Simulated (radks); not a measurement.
Question: The strontium ion Sr+, 37 electrons, occupied as [Kr] 5s1. Calculated with a radial shooting solver on a logarithmic mesh with Libxc functionals: scalar-relativistic Kohn-Sham, SCAN, spin-unpolarised, spherical densities, finite nucleus; meta-GGA in the generalised Kohn-Sham scheme; Fermi nuclear charge, rms radius 4.224 fm. Some entries of the table are withheld. Estimate them.

| orbital | occ. | eigenvalue (eV) | r(max) (bohr) | <r^2> (bohr^2) |
|---|---|---|---|---|
| 1s | 2 | -15982.37 | 0.02554 | 0.002068 |
| 2s | 2 | -2181.517 | 0.1449 | 0.03502 |
| 2p | 6 | -1936.338 | (1) | 0.02766 |
| 3s | 2 | -347.8965 | 0.4352 | 0.2764 |
| 3p | 6 | -267.8538 | (2) | 0.2892 |
| 3d | 10 | -136.4850 | 0.3777 | 0.3026 |
| 4s | 2 | -48.7393 | 1.193 | (3) |
| 4p | 6 | -29.9266 | 1.323 | (4) |
| 5s | 1 | -8.2507 | 3.560 | 17.96 |

Answer: 
(1) 2p r(max) (bohr): 0.1161
(2) 3p r(max) (bohr): 0.4306
(3) 4s <r^2> (bohr^2): 2.096
(4) 4p <r^2> (bohr^2): 2.788
